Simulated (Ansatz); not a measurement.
An input meant for the cluster Zr2B2⁻ (charge -1, doublet).

```yaml
crystal:
  periodic: [false, false, false]
  atoms:
    - {symbol: Zr, position_ang: [-1.131005, 0.917226, -0.419945]}
    - {symbol: Zr, position_ang: [-0.429070, -1.448762, 0.117784]}
    - {symbol: B, position_ang: [0.966382, 0.149050, -0.605704]}
    - {symbol: B, position_ang: [0.593683, 0.382496, 0.907865]}
basis:
  gaussian: {orbitals: def2-mTZVP}
total_charge: -1
magnetization: {spin_polarized: true, initial_magnetization: 1}
hamiltonian: {xc: {name: HF}}
correlation: {method: mp2, frozen_orbitals: {Zr: 0}}
scf: {omitted_lower_state_checks: [starts]}
```

```sh
$ ansatz run in.yaml --threads 4 --pin off --events-out ev --progress --plain --max-ram 3916MiB
```

It prints (some lines left out):

```
Functional definition: HF
Error: "frozen_orbitals" has no count for B
```

(1) What is wrong with this run?

## Answers

(1) Frozen orbitals are typed for one element alone, and the program wants a count for each (the count typed has to fit that element's core, too). The input was rejected before any iteration.
